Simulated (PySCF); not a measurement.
## Excited states of Au⁺ (gold, charge +1)

Ground state [Xe] 4f14 5d10, ¹S. All numbers are calculated (PySCF 2.14, scalar relativity through the core potential, in aug-cc-pVDZ-PP with two added diffuse shells each of s, p, d, f type with ECP60MDF (7s7p6d4f, 86 functions)). Vertical excitation energies in eV without spin-orbit coupling; excited terms of each kind are numbered among those the solver found. Frozen: 5s2 5p6.

| term | leading excitation | EOM-EE-CCSD |
| --- | --- | --- |
| 1 3D | 5d → s | 2.626 |
| 1 1D | 5d → s | 3.309 |
| 1 3P° | 5d → p | 9.008 |
| 1 3F° | 5d → p | 9.358 |
| 1 1F° | 5d → p | 9.605 |
| 1 1D° | 5d → p | 9.863 |
| 1 3D° | 5d → p | 9.916 |
| 1 1P° | 5d → p | 10.144 |
| 2 3D | 5d → s | 14.143 |
| 2 1D | 5d → s | 14.220 |

The spin-orbit splitting of the hole, absent here, rivals or exceeds the spacing of these terms, so the LS terms are model states.

The solver can miss terms. Rydberg members are limited by the diffuse functions of the basis.
